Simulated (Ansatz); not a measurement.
Ansatz (a program for electronic structure) input:

Ansatz 0.2 input:
```yaml
crystal:
  periodic: [false, false, false]
  atoms:
    - {symbol: F, position_ang: [1.94675431, -0.77098267, 0.07305019]}
    - {symbol: C, position_ang: [0.60294161, -0.37267222, 0.03693387]}
    - {symbol: C, position_ang: [-0.46492948, -1.17949016, 0.12828998]}
    - {symbol: C, position_ang: [-1.60019417, -0.14942443, 0.02365369]}
    - {symbol: C, position_ang: [-0.98739596, 1.23358421, -0.12709728]}
    - {symbol: C, position_ang: [0.34846780, 1.05525487, -0.11445315]}
    - {symbol: H, position_ang: [-2.25563670, -0.38706971, -0.82658801]}
    - {symbol: H, position_ang: [-2.24729244, -0.20135534, 0.91109842]}
    - {symbol: H, position_ang: [-1.51801226, 2.17502821, -0.22516565]}
    - {symbol: H, position_ang: [1.10681375, 1.82872719, -0.20075915]}
basis:
  gaussian:
    orbitals: 6-31G*
hamiltonian:
  xc: {name: PBE0}
total_charge: -1
```

**Question.** What final total energy does it print?

**Answer.** -292.34363 Eh (PBE0/6-31G*).

It need not be the lowest isomer of its formula. Whether it binds its extra electron was not tested at this geometry.
